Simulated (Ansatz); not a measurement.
Born–Oppenheimer molecular dynamics of CH$_{6}$AlNSi (10 atoms, charge 0, multiplicity 1). It starts from a relaxed structure.

Computed with RKS PBE/6-31G (Ansatz 0.2.0).

```
ensemble        : NVT, Nosé–Hoover chain
time step       : 2 fs
steps asked     : 120
set temperature : 1000 K
thermostat      : time constant 20 fs, chain length 3
seed            : 23250
```

First frame:

```xyz
10
Properties=species:S:1:pos:R:3
C -0.161 1.452 -0.215
N 0.122 0.023 -0.242
Al 0.826 -1.411 -1.103
Si -0.251 -1.314 1.016
H 0.205 1.940 -1.135
H 0.330 1.944 0.648
H -1.249 1.646 -0.136
H 1.582 -1.719 -2.490
H -1.741 -1.510 1.287
H 0.420 -1.102 2.372
```

Question: What does the run give?

Answer: All steps were run.

```
steps done                                               : 120
time covered                                             : 240 fs
mean temperature over the second half                    : 903 K
spread of the potential energy over the second half      : 20.8 meV per atom
mean potential energy of the second half above the start : 96.0 meV per atom
```

The conserved energy wandered by up to 12.9 meV per atom (net 5.0 meV per atom), which is poor conservation. A step of 2 fs is long for free X–H stretches (periods near 10 fs) and can bias their spread and the temperature. A run of 0.24 ps of so small a system gives no equilibrium averages. Limits of this set-up: no polarisation functions.

Question: What happens to the structure?

Answer: The same pairs are bonded in the first frame and the last. Pairs count as bonded within 1.25 times the sum of covalent radii (0.12 Å more for H–H). Another seed would give other details.

Question: How do temperature and energy run in time?

Answer: 
```
time (fs)  T (K)  potential energy less start (eV)  conserved less start (meV/atom)
      0.0   1000                             0.000                             0.00
      8.0    598                             0.469                             3.15
     16.0    457                             0.718                             2.87
     24.0    448                             0.893                             3.53
     32.0    826                             0.658                             1.64
     40.0    571                             1.106                             6.48
     48.0    958                             0.843                             4.23
     56.0   1089                             0.832                             2.82
     64.0    900                             1.268                             8.87
     72.0   1117                             1.198                             6.05
     80.0   1338                             1.169                             7.76
     88.0   1449                             1.062                             5.04
     96.0    803                             1.655                             6.77
    104.0    774                             1.612                             7.51
    112.0    701                             1.609                             6.31
    120.0    973                             1.304                             7.06
    128.0    991                             1.178                             1.78
    136.0   1015                             1.105                             7.40
    144.0    940                             0.940                             2.37
    152.0    810                             0.923                             8.91
    160.0    791                             0.667                             1.11
    168.0    595                             0.792                             3.96
    176.0    391                             0.951                             0.73
    184.0    493                             0.959                             3.69
    192.0    866                             0.767                             2.50
    200.0    913                             1.043                             6.10
    208.0    918                             1.148                             3.59
    216.0   1123                             0.995                             2.15
    224.0    979                             1.234                             6.44
    232.0   1104                             1.122                             6.20
    240.0    859                             1.315                             4.98
```

Run time: 5.3 min on 1 thread of Arm Neoverse V2, on a shared host, peak memory 0.23 GiB.
